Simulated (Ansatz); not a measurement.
Complex (SMILES): C#C (C2H2) with C[SiH3] (CH3-SiH3), atoms 1 to 4 the first; geometry from B3LYP-D3(BJ)/def2-TZVP, monomers rigid:
```xyz
12

C     -0.1165     0.4274    -0.3481
C     -0.5435    -0.4531     0.3410
H     -0.9236    -1.2325     0.9556
H      0.2711     1.2052    -0.9599
C      2.6297    -2.0608    -1.5202
Si     3.4368    -0.4101    -1.1513
H      2.6930    -2.2958    -2.5843
H      3.1200    -2.8641    -0.9671
H      1.5772    -2.0398    -1.2355
H      3.3716    -0.0937     0.2950
H      4.8630    -0.4218    -1.5626
H      2.7610     0.6825    -1.8956
```

How fast the counterpoise-corrected interaction energy converges with the basis for several methods (Ansatz, a quantum-chemistry and plane-wave program): deviation from each method's own reference, in kcal/mol. References: CCSD(T) -1.46 kcal/mol, Hartree-Fock in aug-cc-pV(Q+d)Z plus the correlation part extrapolated as X^-3 from aug-cc-pV(T+d)Z and aug-cc-pV(Q+d)Z; HF 0.64 kcal/mol, the value in aug-pcseg-3; MP2 -1.64 kcal/mol, Hartree-Fock in aug-cc-pV(Q+d)Z plus the correlation part extrapolated as X^-3 from aug-cc-pV(T+d)Z and aug-cc-pV(Q+d)Z; PBE -0.52 kcal/mol, the value in aug-pcseg-3; wB97M-V -1.48 kcal/mol, the value in aug-pcseg-3. Cartesian d functions, on some or all atoms, in 6-311G**; all else is spherical. In correlated methods cores are frozen. No added dispersion term, no relativity. Functionals ending in -V hold VV10 correlation. 

```tsv
basis	functions	CCSD(T)	HF	MP2	PBE	wB97M-V
pcseg-1	100	?	0.02	1.24	0.11	0.02
cc-pV(D+d)Z	105	?	-0.03	0.99	0.05	0.10
6-311G**	129	?	-0.04	1.00	0.03	-0.11
def2-SVPD	148	?	0.02	0.50	0.01	-0.03
6-311++G(2d,2p)	196	?	0.01	0.49	0.03	-0.01
def2-TZVPD	226	?	0.01	0.35	0.03	0.03
aug-pcseg-2	372	?	0.01	0.22	0.01	0.02
def2-QZVPP	481	?	0.00	0.17	0.00	0.01
```

**Question.** Some entries are withheld; supply them.

**Answer.** 
- pcseg-1, CCSD(T): 1.20
- cc-pV(D+d)Z, CCSD(T): 1.00
- 6-311G**, CCSD(T): 0.99
- def2-SVPD, CCSD(T): 0.47
- 6-311++G(2d,2p), CCSD(T): 0.51
- def2-TZVPD, CCSD(T): 0.35
- aug-pcseg-2, CCSD(T): 0.21
- def2-QZVPP, CCSD(T): 0.18

Mean absolute deviation over 6-311G**, 6-311++G(2d,2p), def2-TZVPD, aug-pcseg-2: HF 0.02, PBE 0.03, wB97M-V 0.05, MP2 0.51, CCSD(T) 0.52 kcal/mol.
